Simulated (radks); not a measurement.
Values are calculated unless marked as measured or tabulated.
Task: The gallium ion Ga+, [Ar] 3d10 4s2. Level of theory: non-relativistic Kohn-Sham, r2SCAN, spin-polarised, spherical densities, point nucleus; meta-GGA in the generalised Kohn-Sham scheme (a radial shooting solver on a logarithmic mesh with Libxc functionals). Every spin shell is full or empty, so the densities are truly spherical. Functionals are evaluated on that one density, not self-consistently. Rank these orbital-free kinetic functionals by their error against the exact value of the orbitals, and give that value: Thomas-Fermi, von Weizsacker, TF + vW, TF + vW/9, LC94, APBEK, revAPBEK, Perdew 92, Thakkar, Pearson, LKT, PG1, DePristo-Kress, Ernzerhof.

Result: Exact: 1923.34 hartree. From best to worst, with 100 (|E| - |E exact|)/|E exact| (equal figures are ties): APBEK +0.04, LC94 -0.05, DePristo-Kress -0.14, revAPBEK +0.27, Ernzerhof -0.44, Thakkar -0.51, Perdew 92 -0.80, TF + vW/9 -0.81, Pearson -1.22, Thomas-Fermi -6.24, PG1 +18.30, LKT +23.11, TF + vW +42.60, von Weizsacker -51.16.
